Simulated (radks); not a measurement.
Charge is removed step by step from the 5p level of neutral xenon, starting from [Xe]. Calculated with a radial shooting solver on a logarithmic mesh with Libxc functionals: scalar-relativistic Kohn-Sham, SCAN, spin-unpolarised, spherical densities, finite nucleus; meta-GGA in the generalised Kohn-Sham scheme; Fermi nuclear charge, rms radius 4.7859 fm.

| removed (e) | E - E(0) (eV) | eigenvalue (eV) | E minus straight line (eV) |
|---|---|---|---|
| 0 | 0.000 | -8.576 | 0.000 |
| 0.25 | 2.389 | -10.681 | -0.827 |
| 0.5 | 5.311 | -12.849 | -1.120 |
| 0.75 | 8.825 | -15.073 | -0.822 |
| 1 | 12.862 | -17.351 | 0.000 |

Removing the whole electron costs 12.862 eV by Delta-SCF, against 8.576 eV from minus the eigenvalue at the starting occupation. Slater's transition state (half an electron removed) gives 12.849 eV. Integrating minus the eigenvalue over the occupation (Janak's theorem) gives 12.887 eV. In this scalar-relativistic scheme the density is built from large components alone, so the theorem holds only approximately. The mean slope of the eigenvalue, de/dn, is 8.77 eV per electron. Ionisation energy of Xe in the NIST Atomic Spectra Database: 12.130 eV (measured).

Beside tabulated values, note that spin-unpolarised runs miss the spin-polarisation part of the exchange energy of open shells.
